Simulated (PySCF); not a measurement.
**How methods differ on the excitation energy of Cu(2+)**

Cu(2+) [Ar] 3d9 (2D) → Cu(2+) [Ar] 3d8 4p1 (high-spin determinant), as a difference of total energies. All numbers are calculated (PySCF 2.14, scalar relativity by spin-free X2C-1e, in ANO-RCC-VQZP (7s6p4d3f2g1h, 95 functions)). Correlated levels: valence: [Ar] frozen; valence and next inner shell: [Ne] frozen. The calculations carry no spin-orbit coupling.

```json
{"method": "UHF", "excitation energy (eV)": "12.999"}
{"method": "LDA", "excitation energy (eV)": "15.373"}
{"method": "PBE", "excitation energy (eV)": "14.772"}
{"method": "PBE0", "excitation energy (eV)": "14.576"}
{"method": "r2SCAN", "excitation energy (eV)": "14.117"}
{"method": "CAM-B3LYP", "excitation energy (eV)": "14.733"}
{"method": "wB97X", "excitation energy (eV)": "15.145"}
{"method": "MP2 (valence)", "excitation energy (eV)": "15.274"}
{"method": "SCS-MP2 (valence)", "excitation energy (eV)": "15.189"}
{"method": "MP2 (valence and next inner shell)", "excitation energy (eV)": "15.812"}
```

Question: Estimate what BLYP gives.

Answer: 14.687 eV, closest to CAM-B3LYP among the rows shown.

Question: Estimate what SCS-MP2 (valence and next inner shell) gives.

Answer: 15.562 eV, closest to LDA among the rows shown.

A first-order spin-orbit estimate (lowest level to lowest level, LS coupling) adds -0.017 eV.

The basis was made for the ground configuration and has no added diffuse functions, so the excitation energy can come out too high.

The determinant of the upper state mixes LS terms, which raises its energy above the lowest term, most at the Hartree-Fock and MP2 levels.
